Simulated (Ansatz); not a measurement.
CH$_{8}$N$_{2}$Si$_{2}$ (`[SiH3]/N=C\N[SiH3]`). Total charge 0; spin multiplicity 1.

```xyz
13

Si   -0.347    2.031   -0.273
N     0.947    1.080    0.273
C     1.424   -0.054    0.530
N     0.823   -1.276    0.396
Si   -0.800   -1.581   -0.183
H    -0.711    2.977    0.814
H     0.117    2.801   -1.457
H    -1.601    1.321   -0.675
H     2.450   -0.137    0.915
H     1.402   -2.057    0.666
H    -0.967   -1.100   -1.574
H    -1.808   -0.946    0.697
H    -0.930   -3.058   -0.131
```

Task: List the harmonic frequencies (cm⁻¹, unscaled) at PBE0-D4/def2-TZVP in Ansatz. (Estimate.)

Result: Ansatz gave: 46, 98, 122, 135, 245, 330, 525, 577, 692, 701, 701, 713, 728, 867, 926, 935, 940, 952, 959, 987, 999, 1185, 1418, 1450, 1809, 2165, 2219, 2224, 2240, 2252, 2253, 3022, 3623.

Task: Is this a minimum?

Result: Yes, all 33 modes are real.

Task: Give the ideal-gas thermochemistry at 298.15 K and 1 bar (rigid rotor, harmonic oscillator; point group Cs, symmetry number 1).

Result: Zero-point energy 233.5 kJ/mol; H(298) − E = 257.0 kJ/mol; entropy 370.1 J/(mol·K), of which translation 166.8, rotation 115.2, vibration 88.1; G(298) − E = 146.6 kJ/mol. Modes under 100 cm⁻¹ are hindered rotations or soft bends, so the harmonic entropy is rough.
